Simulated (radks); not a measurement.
Ho XX, configuration [Kr] 4d10 4f2 (the NIST ground configuration). All-electron calculation, scalar-relativistic Kohn-Sham, BLYP, spin-polarised, spherical densities, finite nucleus; open shells are filled with parallel spins first (spin-orbit coupling, left out, can overturn this in heavy ions); Fermi nuclear charge, rms radius 5.2022 fm. Program: a radial shooting solver on a logarithmic mesh with Libxc functionals.

Normalised radial functions P(r) = r R(r), r in bohr:

r         4s down    4p up    4d up
0.001395   0.1600   0.0057   0.0000
0.001787   0.1928   0.0087   0.0001
0.00229    0.2303   0.0133   0.0001
0.002935   0.2718   0.0202   0.0002
0.003761   0.3159   0.0306   0.0005
0.004819   0.3596   0.0463   0.0009
0.006176   0.3978   0.0695   0.0017
0.007978   0.4231   0.1045   0.0035
0.01022    0.4227   0.1530   0.0068
0.0131     0.3833   0.2196   0.0131
0.01679    0.2901   0.3064   0.0248
0.02151    0.1319   0.4117   0.0460
0.02757   -0.0897   0.5248   0.0834
0.03533   -0.3476   0.6209   0.1462
0.04527   -0.5777   0.6567   0.2453
0.05801   -0.6786   0.5739   0.3891
0.07494   -0.5319   0.3092   0.5799
0.09603   -0.1018  -0.1210   0.7727
0.1231     0.4949  -0.6136   0.8979
0.1577     0.9480  -0.9362   0.8436
0.2021     0.8831  -0.8198   0.5060
0.259      0.1604  -0.1638  -0.1200
0.3318    -0.8849   0.7813  -0.8625
0.4252    -1.6044   1.4937  -1.4101
0.5449    -1.5825   1.5745  -1.5023
0.7039    -0.9949   1.0865  -1.1349
0.902     -0.4116   0.5062  -0.6146
1.156     -0.1045   0.1497  -0.2249
1.481     -0.0148   0.0256  -0.0510
1.898     -0.0010   0.0022  -0.0062

4s down: eigenvalue -878.36 eV, 3 radial nodes at r = 0.0251, 0.100, 0.269 bohr, <r> = 0.502 bohr, 90 % of the charge inside 0.716 bohr. 4p up: eigenvalue -770.34 eV, 2 radial nodes at r = 0.0902, 0.271 bohr, <r> = 0.525 bohr, 90 % of the charge inside 0.756 bohr. 4d up: eigenvalue -620.77 eV, 1 radial node at r = 0.248 bohr, <r> = 0.546 bohr, 90 % of the charge inside 0.805 bohr.
